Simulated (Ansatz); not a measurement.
`[SnH3][CH2]C1=CC1` + CH₃SH → `CS[CH2][SnH3]` + `C1=CC1`  (substitution at a C–C bond)

Computed with Ansatz on PBE0-D4/def2-TZVP structures; ΔE is electronic, products minus reactants. CCSD(T)/CBS adds triple-zeta CCSD(T) − MP2 to the extrapolated MP2 energy (def2 sets, frozen cores). This one scheme is used for every species. DFT in def2-TZVPP. B3LYP here is the variant with VWN-RPA as its local correlation; programs differ in this. def2 core potentials past Kr. For Sn outer-core shells are correlated without core-valence functions, which leaves a few kJ/mol of doubt a bond. Each species was taken in one conformer, which may not be the lowest.

```csv
level,ΔE (kJ/mol)
B3LYP-D4,36.1
ωB97M-V,30.4
r2SCAN,35.0
CCSD/def2-TZVPP,33.7
```

Q: What does CCSD(T)/CBS give? (An estimate is asked.)

A: The calculation gave: +29.0 kJ/mol. The listed levels differ from it by 7.1, 1.4, 6.0, 4.7 kJ/mol.

Largest T1 diagnostic among the species: 0.012.
